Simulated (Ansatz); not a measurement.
| atom | x (Å) | y (Å) | z (Å) |
| --- | --- | --- | --- |
| Mg | -0.9391 | -0.9294 | -0.9307 |
| O | -1.0236 | -1.0102 | 1.0204 |
| O | -1.0273 | 1.0171 | -1.0137 |
| Mg | -0.9399 | 0.9408 | 0.9282 |
| O | 1.0147 | -1.0268 | -1.0234 |
| Mg | 0.9438 | -0.9329 | 0.9308 |
| Mg | 0.9374 | 0.9382 | -0.9468 |
| O | 1.0289 | 1.0181 | 1.0197 |

Basis set: STO-3G (spherical functions). Left uncorrelated: 8 orbitals. Charge 0, multiplicity 1.

Computed with Ansatz (development build ahead of 0.2.0); each method stands on the lowest determinant of its kind that the runs found. Restricted open shells among the atoms or ions are ROHF, correlated in semicanonical orbitals with singles.

The atomization energy at this shape (free ground-state atoms in the same class of orbitals less the molecule, no zero-point energy) of singlet Mg₄O₄:

| method | atomization energy |
| --- | --- |
| RHF-MP2 | 28.78 eV |

**Question.** What does RHF give?

**Answer.** 22.98 eV.

This basis has no polarisation functions and is too small for such energies, which can lie far from measured ones in either direction.
